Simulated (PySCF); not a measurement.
C$_{2}$H$_{5}$Si (SMILES [CH2][Si]C), doublet, at a GFN2-xTB geometry, atoms displaced at random by about 0.03 Å a coordinate. Base run: TPSS/STO-3G, gradient (PySCF).

PySCF was given this input:
```python
from pyscf import gto, scf, dft

mol = gto.Mole()
mol.atom = '''
    C     1.622057    0.007918   -0.255082
    Si    0.027842   -0.288763    0.485743
    C    -1.506401    0.294196   -0.412944
    H     2.482714   -0.511249    0.144186
    H     1.849427    1.111737   -0.477751
    H    -1.191462    1.257012   -1.009080
    H    -1.819789   -0.406853   -1.253410
    H    -2.329280    0.533039    0.179007
'''
mol.basis = 'sto-3g'
mol.charge = 0
mol.spin = 1
mol.verbose = 4
mol.build()

mf = dft.UKS(mol)
mf.xc = 'tpss'
mf.kernel()
g = mf.nuc_grad_method()
grad = g.kernel()
```

The coordinate followed is x of atom 1.

The base run was repeated with changes; each row names its change, and settings that it needs were set with it.

```
change                                                  dE/dx (Eh/bohr)  net force (Eh/bohr)
------------------------------------------------------  ---------------  -------------------
base                                                           0.034223             0.000046
conv_tol = 1e-11                                               0.034221             0.000046
density fitting = on                                           0.034234             0.000046
grids.level = 1; grid_response = on                            0.034208             0.000000
finite difference step (bohr) = 0.05; conv_tol = 1e-11         0.034186                    -
grid_response = on                                             0.034206             0.000000
finite difference step (bohr) = 0.2; conv_tol = 1e-11          0.033903                    -
finite difference step (bohr) = 0.01; conv_tol = 1e-11         0.034204                    -
density fitting = on; auxbasis_response = off                  0.034805             0.000692
conv_tol = 1e-6                                                0.034269             0.000046
grids.level = 0; grid_response = on                            0.036453             0.000000
finite difference step (bohr) = 1e-4; conv_tol = 1e-11         0.034205                    -
```

The net force is zero for an exact gradient.

Open shells are given as the SCF converged; they aren't shown to be the lowest states, and a large step between rows can be another state.
